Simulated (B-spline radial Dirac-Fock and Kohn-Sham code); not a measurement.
**Scattering functions of Sn⁴⁺**

System: Sn⁴⁺, 1s2 2s2 2p6 3s2 3p6 3d10 4s2 4p6 4d10, inside a Watson sphere of charge -4 and radius 2.4 Å (a model of the Madelung potential; inside it an electron's potential energy is raised by 24.0 eV).

These are calculated numbers from a radial finite-basis atomic code; the model is Dirac-Fock orbitals of the configuration average with a finite nucleus. f₀ is the Fourier transform of the spherical electron density, S the Waller-Hartree incoherent function, and s = sin θ/λ. The electron scattering factor follows from the Mott-Bethe formula f_e = 0.023934 Å⁻¹·(Z − f₀)/s².

```tsv
s (Å⁻¹)	f₀	S	f_e (Å)
0	46.000	0.000	–
0.05	45.589	0.406	42.227
0.1	44.403	1.530	13.395
0.15	42.572	3.135	7.902
0.2	40.277	4.953	5.818
0.25	37.718	6.786	4.703
0.3	35.082	8.536	3.967
0.35	32.517	10.183	3.416
0.4	30.127	11.745	2.973
0.45	27.971	13.246	2.604
0.5	26.073	14.697	2.291
0.6	23.018	17.450	1.794
0.7	20.767	19.943	1.428
0.8	19.053	22.115	1.157
0.9	17.647	23.962	0.956
1	16.395	25.528	0.804
1.1	15.215	26.875	0.688
1.2	14.074	28.063	0.597
1.4	11.917	30.116	0.465
1.6	10.031	31.869	0.374
1.8	8.512	33.386	0.306
2	7.365	34.703	0.255
2.5	5.703	37.298	0.170
3	4.853	39.178	0.120
3.5	4.190	40.586	0.090
4	3.562	41.655	0.069
5	2.507	43.070	0.045
6	1.834	43.879	0.032
```

f₀ starts at the number of electrons, 46, and has fallen to half at s ≈ 0.60 Å⁻¹. The sum of ⟨r²⟩ over the electrons is 22.51 bohr². For an ion f_e diverges as s goes to zero, because of the net charge.
